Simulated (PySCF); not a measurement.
CH3Si, SMILES C[Si] (connectivity only; charge and spin as stated), charge +1, multiplicity 1.

Coordinates come from a r2SCAN-D4/def2-TZVP optimisation. The multiplicity is an assumed one; other spin states were not compared. The isomer is the one that the SMILES or the coordinates give; other isomers of the formula were not compared.

Two levels are set side by side: PBE/def2-TZVPD (PySCF) and M06-2X/def2-TZVPD (PySCF). Same geometry, gas phase. Differences are taken from unrounded values.

| quantity | M06-2X | PBE | PBE minus M06-2X |
|---|---|---|---|
| orbital gap (eV) | 7.16 | 3.07 | -4.09 |
| highest occupied level (eV) | -15.44 | -13.21 | 2.23 |
| lowest empty level (eV) | -8.28 | -10.15 | -1.87 |
| mean polarisability (bohr³) | 32.3 | 33.4 | 1.1 |

Without exact exchange PBE keeps part of each electron's self-repulsion, which lifts occupied levels and narrows the gap. PBE's more diffuse valence density responds more strongly to a field. Differences between two approximate levels are no errors against the true value.

Rough cost on one machine, each run with all the roots and properties that it gave: M06-2X against PBE about 4 times.
